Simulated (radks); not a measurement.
Valence configurations of the iodine ion I+ (all share [Kr]). All-electron calculation, scalar-relativistic Kohn-Sham, PBEsol, spin-unpolarised, spherical densities, finite nucleus; Fermi nuclear charge, rms radius 4.75 fm. Program: a radial shooting solver on a logarithmic mesh with Libxc functionals. Energies are relative to 4d10 5s2 5p4; eigenvalues in eV.

valence           E (eV)    e(4d)    e(5p)    e(5s)
4d10 5s2 5p4       0.000  -59.755  -15.378  -26.306
4d9 5s2 5p5       47.033  -66.533  -16.804  -28.460
4d9.5 5s2 5p4.5   22.848  -63.147  -16.097  -27.394
4d10 5s1.5 5p4.5   5.484  -60.424  -15.676  -26.685
4d10 5s1 5p5      11.008  -61.083  -15.968  -27.056
4d8 5s2 5p6       99.429  -73.294  -18.187  -30.534
4d10 5p6          22.174  -62.371  -16.531        -

NIST lists [Kr] 4d10 5s2 5p4 as the ground configuration; this level of theory agrees among the configurations tried. The energies are those of spherical spin-averaged densities, not of single terms.
